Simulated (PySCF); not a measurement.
## Partial charges of `C=CC(=C)CC(F)(F)F`

Species: C₆H₇F₃.
Structure used (PBE0-D3(BJ)/def2-SVP), in Å, numbered top down from 1:
```xyz
16
C6H7F3 angstrom
C     -0.839   -1.825   -0.984
C     -1.107   -0.514   -1.013
C     -0.612    0.504   -0.086
C     -0.938    1.795   -0.270
C      0.267    0.103    1.071
C      1.745    0.069    0.753
F      2.448   -0.275    1.839
F      2.190    1.263    0.354
F      2.046   -0.809   -0.208
H     -1.272   -2.500   -1.725
H     -0.169   -2.273   -0.245
H     -1.770   -0.133   -1.799
H     -1.564    2.104   -1.111
H     -0.586    2.578    0.407
H      0.155    0.819    1.897
H     -0.004   -0.888    1.461
```

Density: PBE0/pcSseg-1 (PySCF); schemes: Mulliken, IAO, Hirshfeld and ESP-fitted. The structure is a single PBE0-D3(BJ)/def2-SVP conformer in the gas phase; no vibrational or solvent corrections.

Problem. Do the Mulliken, IAO, Hirshfeld and ESP-fitted schemes agree on where the charge is highest?

Solution. All schemes agree: Mulliken C6 (+0.801); IAO C6 (+0.814); Hirshfeld C6 (+0.259); ESP-fitted C6 (+0.640).

Problem. At which atom do the 4 schemes differ most?

Solution. At C3: from -0.351 (Mulliken) to +0.298 e (ESP-fitted), 0.649 e apart.

Problem. What partial charge does each atom carry?

Solution. In e:

```csv
atom,environment,Mulliken,IAO,Hirshfeld,ESP-fitted
C1,terminal =CH2 carbon,-0.143,-0.304,-0.096,-0.391
C2,alkene CH carbon,-0.125,-0.138,-0.050,-0.219
C3,fully substituted alkene carbon,-0.351,+0.007,0.000,+0.298
C4,terminal =CH2 carbon,-0.046,-0.296,-0.090,-0.568
C5,allylic carbon,-0.252,-0.312,-0.093,-0.460
C6,CF3 carbon,+0.801,+0.814,+0.259,+0.640
F7,fluorine of a CF3 group,-0.271,-0.288,-0.097,-0.222
F8,fluorine of a CF3 group,-0.264,-0.283,-0.093,-0.197
F9,fluorine of a CF3 group,-0.263,-0.282,-0.086,-0.191
H10,vinylic hydrogen,+0.130,+0.156,+0.052,+0.184
H11,vinylic hydrogen,+0.125,+0.144,+0.039,+0.182
H12,vinylic hydrogen,+0.100,+0.146,+0.049,+0.167
H13,vinylic hydrogen,+0.121,+0.150,+0.051,+0.209
H14,vinylic hydrogen,+0.118,+0.151,+0.049,+0.224
H15,methylene hydrogen,+0.160,+0.170,+0.054,+0.169
H16,methylene hydrogen,+0.160,+0.164,+0.051,+0.175
```

Mean size of the charges over all atoms: ESP-fitted 0.281 e, IAO 0.238 e, Mulliken 0.214 e, Hirshfeld 0.076 e. Each set sums to the total charge, 0, to within 0.001 e. The Mulliken scheme gives each basis function's population to the atom it is centred on and halves the overlap population of two atoms between them. The Hirshfeld scheme divides the density at each point in proportion to the densities of the neutral, spherically averaged free atoms.

Problem. How many electrons does the Mulliken scheme count on C2?

Solution. Z − q = 6 − (-0.125) = 6.125.

Problem. Sum the charges by element.

Solution. 
```json
{"element": "C", "atoms": "6", "Mulliken": "-0.115", "IAO": "-0.229", "Hirshfeld": "-0.070", "ESP-fitted": "-0.701"}
{"element": "F", "atoms": "3", "Mulliken": "-0.798", "IAO": "-0.853", "Hirshfeld": "-0.276", "ESP-fitted": "-0.609"}
{"element": "H", "atoms": "7", "Mulliken": "+0.913", "IAO": "+1.082", "Hirshfeld": "+0.346", "ESP-fitted": "+1.310"}
```
